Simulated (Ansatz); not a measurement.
A set of 12 reactions (carbene extrusion), with CCSD(T)/CBS values in kJ/mol:

```csv
reaction,ΔE
`C[C](=O)[InH2]` → `O=[CH][InH2]` + `[CH2]` (triplet),476.5
`F[CH2][InH][SiH3]` → `[CH]F` + `[SiH3][InH2]`,365.0
`CB[CH2][GaH2]` → `C[BH][GaH2]` + `[CH2]` (triplet),523.3
`C[N]=[Nb]([CH3])([NH2])[F]` → `[CH2]` (triplet) + `[CH3][Nb](=[NH])([NH2])[F]`,424.4
`BBC[SiH3]` → `BB[SiH3]` + `[CH2]` (triplet),495.8
`C[O][Mg][O][SiH3]` → `[CH2]` (triplet) + `[OH][Mg][O][SiH3]`,377.0
`C[SiH2]S[SiH2]Cl` → `[CH2]` (triplet) + `[SiH3]S[SiH2]Cl`,479.9
`CC[Si](N)(O)Br` → `[CH2]` (triplet) + `C[Si](N)(O)Br`,423.7
`NC[SiH](O)O` → `[CH2]` (triplet) + `N[SiH](O)O`,317.3
`CNC(C)F` → `[CH2]` (triplet) + `CC(N)F`,405.9
`C=C(C)CO` → `[CH2]` (triplet) + `C=CCO`,450.0
`CS[SiH](N)[SiH3]` → `[CH2]` (triplet) + `N[SiH]([SiH3])S`,426.2
```

Gas-phase electronic energies from Ansatz, PBE0-D4/def2-TZVP geometries. CCSD(T)/CBS adds triple-zeta CCSD(T) − MP2 to the extrapolated MP2 energy (def2 sets, frozen cores). This one scheme is used for every species. Functionals use def2-TZVPP. B3LYP here is the variant with VWN-RPA as its local correlation; programs differ in this. Triplets are unrestricted, without spin–orbit coupling. Elements past krypton have def2 core potentials. For Br, Ga, In, Mg, Nb outer-core shells are correlated without core-valence functions, which leaves a few kJ/mol of doubt a bond. Scalar relativity is left out up to krypton. Each species was taken in one conformer, which may not be the lowest.

Task: Give the mean, mean absolute and largest difference (level minus CCSD(T)/CBS, kJ/mol) for: r2SCAN-D4, PBE0-D4, B3LYP-D4, ωB97X-V, ωB97M-V, PBE, B3LYP, MP2/def2-TZVPP, SCS-MP2/def2-TZVPP, CCSD/def2-TZVPP, HF/def2-QZVPP, HF/CBS(def2), MP2/CBS(def2), CCSD/CBS(def2). (Best estimate.)

Result: Computed: 
```
             level    mean  mean absolute  largest
         r2SCAN-D4   -18.8           21.7    -27.4
           PBE0-D4    -0.1            4.2     19.1
          B3LYP-D4    -6.4            6.4    -11.6
           ωB97X-V     9.5            9.6     16.7
           ωB97M-V     1.9            3.3     -6.9
               PBE     1.3            5.1     12.0
             B3LYP   -16.7           16.7    -23.3
    MP2/def2-TZVPP     5.0            5.7     21.2
SCS-MP2/def2-TZVPP     3.1            3.2     10.2
   CCSD/def2-TZVPP   -22.1           22.1    -26.4
     HF/def2-QZVPP  -141.5          141.5   -155.3
      HF/CBS(def2)  -141.5          141.5   -155.4
     MP2/CBS(def2)    15.9           15.9     30.1
    CCSD/CBS(def2)   -11.2           11.2    -13.1
```

The largest T1 diagnostic in the set is 0.020, for `[CH3][Nb](=[NH])([NH2])[F]` (customary mark 0.02).

CCSD(T)/CBS is a level of theory with its own doubt, and the functionals carry their triple-zeta basis error, so these figures describe this set and don't rank the functionals.
